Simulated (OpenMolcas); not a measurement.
**What dynamic correlation does to the levels of Eu III**

| Quantity | Value |
| --- | --- |
| Program | OpenMolcas 26.06 |
| Basis | ANO-RCC-VDZP [7s6p4d2f1g] |
| Scalar Hamiltonian | DKH2, point nucleus |
| Active space | 7 electrons in 7 orbitals (4f) |
| State averaging | 2S+1 = 8 odd, 1 root; 2S+1 = 6 odd, 48 roots; 2S+1 = 4 odd, 96 roots kept (CI in the orbitals of an earlier block); 2S+1 = 2 odd, 25 roots kept (CI in the orbitals of an earlier block, 0 in the spin-orbit step) |
| Spin-orbit coupling | state interaction with AMFI integrals over the reference wave functions, term energies averaged over their components |

Methods on the same reference wave functions:
A. CASSCF
B. SS-CASPT2, IPEA 0.25 Eh, imaginary shift 0.1 Eh (closed shells correlated: 5s 5p)
C. MS-CASPT2, IPEA 0.25 Eh, imaginary shift 0.1 Eh (closed shells correlated: 5s 5p)

Energies in cm⁻¹ above 4f⁷ ⁸S°_7/2, the measured ground level; measured values from Martin, Zalubas and Hagan, Atomic Energy Levels: The Rare-Earth Elements, NSRDS-NBS 60 (1978).

```json
{"Level": "4f⁷ ⁸S°_7/2", "A": "0.0", "B": "0.0", "C": "0.0", "Measured": "0.0"}
{"Level": "4f⁷ ⁶P°_7/2", "A": "36191", "B": "31720", "C": "31720", "Measured": "28200"}
{"Level": "4f⁷ ⁶P°_5/2", "A": "36525", "B": "31980", "C": "31980", "Measured": ""}
{"Level": "4f⁷ ⁶P°_3/2", "A": "37239", "B": "32700", "C": "32700", "Measured": ""}
{"Level": "4f⁷ ⁶I°_7/2", "A": "39258", "B": "36500", "C": "36500", "Measured": ""}
{"Level": "4f⁷ ⁶I°_9/2", "A": "39527", "B": "36780", "C": "36780", "Measured": ""}
{"Level": "4f⁷ ⁶I°_17/2", "A": "39633", "B": "36920", "C": "36920", "Measured": "32073"}
{"Level": "4f⁷ ⁶I°_11/2", "A": "39769", "B": "37040", "C": "37040", "Measured": "32180"}
{"Level": "4f⁷ ⁶I°_15/2", "A": "39899", "B": "37190", "C": "37190", "Measured": "32308"}
{"Level": "4f⁷ ⁶I°_13/2", "A": "39919", "B": "37200", "C": "37200", "Measured": ""}
{"Level": "4f⁷ ⁶D°_9/2", "A": "44292", "B": "39790", "C": "39790", "Measured": ""}
{"Level": "4f⁷ ⁶D°_1/2", "A": "45070", "B": "40610", "C": "40610", "Measured": ""}
{"Level": "4f⁷ ⁶D°_7/2", "A": "45319", "B": "40810", "C": "40810", "Measured": ""}
{"Level": "4f⁷ ⁶D°_3/2", "A": "45356", "B": "40880", "C": "40880", "Measured": ""}
{"Level": "4f⁷ ⁶D°_5/2", "A": "45534", "B": "41040", "C": "41040", "Measured": ""}
```

Deviations, from unrounded energies. A percentage is the sum of absolute deviations over the sum of measured energies, with the sign that they share, or ± where signs differ.

```json
{"Against measurement": "mean absolute deviation (cm-1)", "Levels": "4", "A": "7700", "B": "4500", "C": "4500"}
{"Against measurement": "other terms of the ground configuration (%)", "Levels": "4", "A": "+24.6", "B": "+14.5", "C": "+14.5"}
```

B, C lie about equally close to measurement and A furthest from it. The largest miss of B in the table is 4f⁷ ⁶I°_15/2, by +4900 cm-1. The ranking rests on the paired levels alone, and a cruder setting can come out closer through cancelling errors.

Between B and C no level of the table moves by more than 5 cm-1.

The two smallest mean deviations differ by little beside CASPT2's spread within terms, so their order carries little weight.

From A to B the spin-free energies of the other terms of 4f⁷ shown, above ⁸S°, scale by factors of 0.88 to 0.93, as is usual when dynamic correlation screens the repulsion within a d or f shell.

The lowest spin-free term lies below A's lowest term by 0.451 hartree in B, 0.451 hartree in C.

CASPT2 breaks the degeneracy within a term, and the mean is taken; among the terms shown or strongly mixed into the levels shown the widest spread is 240 cm-1 (4f⁷ ⁶I°, C). Only 96 quartet roots enter the spin-orbit mixing, so the splitting and order within the octet and the sextets are unsound, and g values and χT are rough. Without dynamic correlation excited terms often stand tens of per cent too high (terms of higher spin than the ground term too low), and those without a measured partner can miss by more than the paired ones (holds for A). Some terms miss by over 15 % even with CASPT2, which points to a basis or an active space too small for the shells correlated (holds for B; C). Blocks of more than 70 roots (2S+1 = 4 odd) ran without multistate coupling (holds for C). Computed and measured levels are paired by configuration, term and J; levels that our copy of the source lacks, or whose pairing is in doubt (as where it misses far off the trend of its configuration), stay unpaired and out of the deviations. Levels of configurations outside the active space are missing. The table leaves out levels that lie high or whose names do not pair safely across all columns.

° marks odd parity.
